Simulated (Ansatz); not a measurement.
`[O]=[Mo]([OH])([F])=[S]` + HCl → `[O]=[Mo]([OH])(=[S])[Cl]` + H–F at 700 K and 1 bar (ligand exchange at a Mo–F bond).

Calculated with Ansatz (gas phase, PBE0-D4/def2-TZVP geometries, no zero-point term in ΔE). CBS: MP2 limit from def2 TZ/QZ plus the TZ coupled-cluster correction, frozen cores. This one scheme is used for every species. Elements past krypton have def2 core potentials. For Mo outer-core shells are correlated without core-valence functions, which leaves a few kJ/mol of doubt a bond. Each species was taken in one conformer, which may not be the lowest.

```json
{"species": "`[O]=[Mo]([OH])([F])=[S]`", "CCSD(T)/CBS energy (Eh)": "-716.80850", "H − E (kJ/mol)": "117.1", "S (J/(mol·K))": "430.2"}
{"species": "HCl", "CCSD(T)/CBS energy (Eh)": "-460.38127", "H − E (kJ/mol)": "38.4", "S (J/(mol·K))": "211.8"}
{"species": "`[O]=[Mo]([OH])(=[S])[Cl]`", "CCSD(T)/CBS energy (Eh)": "-1076.80343", "H − E (kJ/mol)": "116.4", "S (J/(mol·K))": "442.3"}
{"species": "H–F", "CCSD(T)/CBS energy (Eh)": "-100.39570", "H − E (kJ/mol)": "45.2", "S (J/(mol·K))": "198.5"}
```

H − E and S are ideal-gas, rigid-rotor, harmonic terms from PBE0-D4/def2-TZVP, for one conformer and one mirror image of each species. 1 Eh = 2625.50 kJ/mol, R = 8.31446 J/(mol·K).

By hand: ΔE, ΔH, ΔS and ΔG.

ΔE = (-1076.80343) + (-100.39570) − (-716.80850) − (-460.38127) = -0.00936 Eh = -24.6 kJ/mol. Δ(H − E) = 116.4 + 45.2 − 117.1 − 38.4 = 6.1, so ΔH = -18.5 kJ/mol. ΔS = 442.3 + 198.5 − 430.2 − 211.8 = -1.2 J/(mol·K). ΔG = -18.5 − 700 × (-1.2)/1000 = -17.7 kJ/mol.

By hand: the equilibrium constant, and the temperature at which ΔG would vanish if ΔH and ΔS stayed fixed.

log₁₀ K = −ΔG/(RT ln 10) = 1.3. ΔG = 0 at ΔH/ΔS = 15417 K, far beyond where these terms or the molecules hold.

The number of gas molecules stays the same, so ΔS is small and ΔH decides. A doubt of 5 kJ/mol in ΔE shifts log₁₀ K by 0.4 here. Other conformers and mirror images would add mixing entropy, several J/(mol·K) or more a flexible species. These are equilibria of isolated gas molecules and say nothing of rates. Largest T1 diagnostic: 0.025 (customary marks: 0.02 for closed shells, 0.045 for open ones).
